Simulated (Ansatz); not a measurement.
## A ladder of methods for ZrCl4 (zirconium tetrachloride)

ZrCl4 has 5 atoms, charge 0, and is taken as a singlet. SMILES: `Cl[Zr](Cl)(Cl)Cl`. Geometry: optimised at B3LYP/def2-SVP.

```tsv
atom	x (Å)	y (Å)	z (Å)
Cl	-0.1110	-0.2331	2.3245
Zr	0.0000	0.0000	0.0000
Cl	1.5606	-1.5140	-0.8617
Cl	-2.1023	-0.4343	-0.9284
Cl	0.6527	2.1814	-0.5345
```

Each level gives the dissociation energy of the Cl5–Zr2 bond into doublet Cl and doublet ZrCl3 (shapes relaxed at B3LYP/def2-SVP, no zero-point term) (eV). The values are calculated.

| level | kind | program | value (eV) | less CCSD(T)/def2-SVP |
| --- | --- | --- | --- | --- |
| SVWN5/def2-SVP (core potential) | LDA | Ansatz | 5.85 | +1.08 |
| PBE/def2-SVP (core potential) | GGA | Ansatz | 5.17 | +0.40 |
| r2SCAN/def2-SVP (core potential) | meta-GGA | Ansatz | 5.09 | +0.32 |
| PBE0-D4/def2-SVP (core potential) | global hybrid | Ansatz | 5.00 | +0.23 |
| CAM-B3LYP/def2-SVP (core potential) | range-separated hybrid | Ansatz | 4.82 | +0.05 |
| wB97M-V/def2-SVP (core potential) | range-separated hybrid | Ansatz | 5.03 | +0.26 |
| B2PLYP/def2-SVP (core potential) | double hybrid | Ansatz | 4.90 | +0.13 |
| RPA@PBE/def2-SVP (core potential) | RPA | Ansatz | 4.41 | -0.36 |
| MP2/def2-SVP (core potential) | perturbation theory | Ansatz | 5.04 | +0.27 |
| CCSD(T)/def2-SVP (core potential) | coupled cluster or CI | Ansatz | 4.77 | 0.00 |

Differences are taken from CCSD(T)/def2-SVP (core potential) for orientation; it has basis-set and higher-order errors of its own. Spin-orbit coupling, which can split open shells on such heavy atoms by tenths of an eV, is left out. The values span 4.41 to 5.85 eV. Measured bond enthalpies also hold zero-point and thermal terms, a few tenths of an eV less.
